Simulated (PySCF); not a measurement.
**Electron correlation in Ar⁺ (argon, charge +1)**

[Ne] 3s2 3p5, 2P determinant. Calculation: PySCF 2.14, in cc-pV(T+d)Z (5s4p3d1f, 39 functions); the non-relativistic Hamiltonian (point nucleus). Frozen: [Ne]; 7 electrons correlated.

MP2 pair energies summed by pair of shells (mhartree):

```
 pair   energy  share (%)
3p-3p  -104.95       63.2
3s-3p   -51.95       31.3
3s-3s    -9.28        5.6
```

Total MP2 correlation energy: -166.19 mhartree.

Same-spin part -38.41 and opposite-spin part -127.78 mhartree; SCS-MP2 scales them by 1/3 and 6/5 to -166.14 mhartree.

```json
{"level": "CCSD", "correlation energy (mhartree)": "-191.37"}
{"level": "(T)", "correlation energy (mhartree)": "-5.33"}
{"level": "CCSD(T)", "correlation energy (mhartree)": "-196.70"}
```

Diagnostics: T1 = 0.0065, D1 = 0.0221, largest double amplitude 0.054.

Cost of the coupled-cluster step: 0.5 s of wall time on 1 thread of Neoverse-V2 (shared host), for 7 correlated electrons.

Iterations:

```
CC2 = 0
CCSD nocc = (np.int64(4), np.int64(3)), nmo = (34, 34)
frozen orbitals [[0, 1, 2, 3, 4], [0, 1, 2, 3, 4]]
max_cycle = 100
direct = 0
conv_tol = 1e-08
conv_tol_normt = 1e-06
diis_space = 8
diis_start_cycle = 0
Init t2, MP2 energy = -0.166185661565212
Init E_corr(UCCSD) = -0.166185661565496
cycle = 1  E_corr(UCCSD) = -0.185748990571438  dE = -0.019563329  norm(t1,t2) = 0.0369486
cycle = 2  E_corr(UCCSD) = -0.189719809030227  dE = -0.00397081846  norm(t1,t2) = 0.0116705
cycle = 3  E_corr(UCCSD) = -0.191432202534753  dE = -0.0017123935  norm(t1,t2) = 0.00465229
cycle = 4  E_corr(UCCSD) = -0.191364815900471  dE = 6.73866343e-05  norm(t1,t2) = 0.000548716
cycle = 5  E_corr(UCCSD) = -0.191365983992286  dE = -1.16809181e-06  norm(t1,t2) = 7.35722e-05
cycle = 6  E_corr(UCCSD) = -0.191366265636294  dE = -2.81644008e-07  norm(t1,t2) = 1.36244e-05
cycle = 7  E_corr(UCCSD) = -0.191366290206694  dE = -2.45704001e-08  norm(t1,t2) = 2.27697e-06
cycle = 8  E_corr(UCCSD) = -0.19136628731067  dE = 2.896024e-09  norm(t1,t2) = 5.24294e-07
UCCSD converged
E(UCCSD) = -526.4690172383537  E_corr = -0.1913662873106701
UCCSD(T) correction = -0.00533267286252539
```
